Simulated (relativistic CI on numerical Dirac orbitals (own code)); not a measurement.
## Forbidden transitions in Ta⁴⁶⁺

Computed by Dirac-Coulomb-Breit CI, separate exchange-only KLI orbitals for each configuration, a model potential for QED, unscaled Slater integrals (own radial code, finite nucleus).

Configurations in the expansion (outside the closed core [Ne]): 3s2.3p6.3d9, 3s2.3p5.3d10, 3s.3p6.3d10, 3s2.3p6.3d8.4s, 3s2.3p6.3d8.4p, 3s2.3p4.3d10.4s, 3s2.3p6.3d8.4d, 3s2.3p4.3d10.4p, 3s2.3p5.3d9.4s, 3s2.3p6.3d8.4f, 3s2.3p4.3d10.4d, 3s.3p5.3d10.4s, 3s2.3p5.3d9.4p, 3s.3p5.3d10.4p, 3s2.3p6.3d7.4s2, 3s2.3p5.3d9.4d, 3s.3p6.3d9.4s, 3s.3p5.3d10.4d, 3s2.3p6.3d7.4s.4p, 3p6.3d10.4s, 3s2.3p6.3d8.5s, 3s2.3p5.3d9.4f, 3s2.3p6.3d7.4p2, 3s2.3p6.3d7.4s.4d, 3s.3p6.3d9.4p, 3s2.3p6.3d8.5p, 3p6.3d10.4p, 3s2.3p5.3d8.4s2, 3s2.3p6.3d8.5d, 3s2.3p6.3d7.4p.4d, 3p6.3d10.4d, 3s2.3p6.3d8.5f, 3s.3p6.3d9.4d, 3s2.3p6.3d8.5g, 3s2.3p5.3d8.4s.4p, 3s2.3p6.3d7.4d2. Levels of other configurations are missing.

```
λ vac (Å)                   Lower                        Upper  Type   A (s⁻¹)  log gf
   4.9410  3s2.3p6.3d9 2D_5/2 [1]  3s2.3p5.3d9.4f 2G_9/2 [397]    E2  2.41e+11   -2.05
   4.9464  3s2.3p6.3d9 2D_5/2 [1]  3s2.3p5.3d9.4f 2G_7/2 [393]    E2  1.21e+11   -2.45
   4.9788  3s2.3p6.3d9 2D_5/2 [1]  3s2.3p5.3d9.4f 2G_9/2 [381]    E2  1.29e+11   -2.32
   4.9887  3s2.3p6.3d9 2D_5/2 [1]  3s2.3p5.3d9.4f 2F_7/2 [377]    E2  8.29e+10   -2.61
   4.9896  3s2.3p6.3d9 2D_5/2 [1]  3s2.3p5.3d9.4f 2F_5/2 [376]    E2  7.54e+10   -2.77
   5.0013  3s2.3p6.3d9 2D_5/2 [1]  3s2.3p5.3d9.4f 2G_7/2 [367]    E2  5.52e+10   -2.78
   6.0074  3s2.3p6.3d9 2D_5/2 [1]  3s2.3p5.3d9.4p 2G_9/2 [164]    E2  3.05e+10   -2.78
   6.2835  3s2.3p6.3d9 2D_3/2 [2]  3s2.3p6.3d8.4d 4P_1/2 [138]    E2  1.51e+10   -3.75
   6.2866  3s2.3p6.3d9 2D_3/2 [2]  3s2.3p6.3d8.4d 2F_7/2 [136]    E2  5.99e+09   -3.55
   6.2904  3s2.3p6.3d9 2D_3/2 [2]  3s2.3p6.3d8.4d 2P_3/2 [135]    E2  1.50e+10   -3.45
   6.3066  3s2.3p6.3d9 2D_5/2 [1]  3s2.3p6.3d8.4d 2P_1/2 [103]    E2  7.28e+09   -4.06
   6.4053  3s2.3p6.3d9 2D_5/2 [1]   3s2.3p6.3d8.4d 2D_5/2 [87]    E2  6.14e+09   -3.64
   6.4500  3s2.3p6.3d9 2D_3/2 [2]  3s2.3p6.3d8.4d 2G_7/2 [122]    E2  1.51e+10   -3.12
   6.4551  3s2.3p6.3d9 2D_3/2 [2]  3s2.3p6.3d8.4d 2P_3/2 [120]    E2  1.19e+10   -3.53
   6.4571  3s2.3p6.3d9 2D_5/2 [1]   3s2.3p6.3d8.4d 2P_3/2 [85]    E2  2.47e+10   -3.21
   6.4598  3s2.3p6.3d9 2D_3/2 [2]  3s2.3p6.3d8.4d 2F_5/2 [118]    E2  1.94e+10   -3.14
   6.4640  3s2.3p6.3d9 2D_5/2 [1]   3s2.3p6.3d8.4d 2P_1/2 [84]    E2  1.15e+10   -3.84
   6.4683  3s2.3p6.3d9 2D_3/2 [2]  3s2.3p6.3d8.4d 2P_1/2 [115]    E2  1.77e+10   -3.65
   6.4770  3s2.3p6.3d9 2D_5/2 [1]   3s2.3p6.3d8.4d 2F_7/2 [82]    E2  1.12e+10   -3.25
   6.4852  3s2.3p6.3d9 2D_3/2 [2]  3s2.3p6.3d8.4d 4D_7/2 [111]    E2  6.21e+09   -3.50
   6.4874  3s2.3p6.3d9 2D_5/2 [1]   3s2.3p6.3d8.4d 2D_5/2 [80]    E2  1.32e+10   -3.30
   6.4951  3s2.3p6.3d9 2D_5/2 [1]   3s2.3p6.3d8.4d 4F_9/2 [79]    E2  1.81e+10   -2.94
   6.5018  3s2.3p6.3d9 2D_3/2 [2]  3s2.3p6.3d8.4d 4P_3/2 [108]    E2  1.13e+10   -3.54
   6.5090  3s2.3p6.3d9 2D_5/2 [1]   3s2.3p6.3d8.4d 2P_3/2 [76]    E2  1.24e+10   -3.50
   7.5569  3s2.3p6.3d9 2D_3/2 [2]   3s2.3p6.3d8.4s 2S_1/2 [26]    E2  5.83e+09   -4.00
   7.6184  3s2.3p6.3d9 2D_5/2 [1]   3s2.3p6.3d8.4s 2P_1/2 [18]    E2  4.75e+09   -4.08
   7.6247  3s2.3p6.3d9 2D_5/2 [1]   3s2.3p6.3d8.4s 2G_9/2 [16]    E2  4.84e+09   -3.37
   7.6275  3s2.3p6.3d9 2D_5/2 [1]   3s2.3p6.3d8.4s 4P_3/2 [15]    E2  3.59e+09   -3.90
   7.6482  3s2.3p6.3d9 2D_5/2 [1]   3s2.3p6.3d8.4s 4P_3/2 [14]    E2  1.59e+09   -4.25
   7.6515  3s2.3p6.3d9 2D_5/2 [1]   3s2.3p6.3d8.4s 4P_5/2 [13]    E2  3.13e+09   -3.78
   7.6668  3s2.3p6.3d9 2D_3/2 [2]   3s2.3p6.3d8.4s 2F_5/2 [25]    E2  7.27e+09   -3.42
   7.6723  3s2.3p6.3d9 2D_3/2 [2]   3s2.3p6.3d8.4s 4F_3/2 [24]    E2  2.90e+09   -3.99
   7.6922  3s2.3p6.3d9 2D_5/2 [1]   3s2.3p6.3d8.4s 4F_5/2 [12]    E2  9.11e+08   -4.31
   7.6956  3s2.3p6.3d9 2D_5/2 [1]   3s2.3p6.3d8.4s 4F_7/2 [11]    E2  3.81e+09   -3.57
   7.8540  3s2.3p6.3d9 2D_5/2 [1]   3s2.3p6.3d8.4s 2S_1/2 [10]    E2  5.15e+09   -4.02
   7.9223  3s2.3p6.3d9 2D_3/2 [2]   3s2.3p6.3d8.4s 2P_1/2 [18]    E2  6.23e+09   -3.93
   7.9263  3s2.3p6.3d9 2D_3/2 [2]   3s2.3p6.3d8.4s 2G_7/2 [17]    E2  6.08e+09   -3.34
   7.9322  3s2.3p6.3d9 2D_3/2 [2]   3s2.3p6.3d8.4s 4P_3/2 [15]    E2  2.21e+09   -4.08
   7.9455  3s2.3p6.3d9 2D_5/2 [1]    3s2.3p6.3d8.4s 2D_3/2 [9]    E2  7.71e+09   -3.53
   7.9526  3s2.3p6.3d9 2D_5/2 [1]    3s2.3p6.3d8.4s 2D_5/2 [8]    E2  3.17e+09   -3.74
   7.9546  3s2.3p6.3d9 2D_3/2 [2]   3s2.3p6.3d8.4s 4P_3/2 [14]    E2  3.33e+09   -3.90
   7.9581  3s2.3p6.3d9 2D_3/2 [2]   3s2.3p6.3d8.4s 4P_5/2 [13]    E2  1.76e+09   -4.00
   7.9863  3s2.3p6.3d9 2D_5/2 [1]    3s2.3p6.3d8.4s 2F_7/2 [7]    E2  1.02e+10   -3.11
   8.0017  3s2.3p6.3d9 2D_5/2 [1]    3s2.3p6.3d8.4s 4F_9/2 [6]    E2  6.57e+08   -4.20
   8.0021  3s2.3p6.3d9 2D_3/2 [2]   3s2.3p6.3d8.4s 4F_5/2 [12]    E2  4.34e+09   -3.60
```

Terms are leading LS components. Brackets give the number of a level in order of energy, since labels repeat. The list gives strong lines, with weight on those to low levels, among the lowest 400 of 3960 levels, so that lines to higher ones, which can be the strongest, are missing. Levels whose partners in the same complex of configurations lie outside the list can be far off, and so can their lines. Rates are taken at the computed energies, electric ones in the length gauge.

At this charge energies of transitions that change n are usually good to better than 1 %, and those within a shell (Δn = 0) to a few per cent.

LS names give the leading component of a level, which can be under half, so a name can repeat, a term be missing and a line seem to break the LS rules.
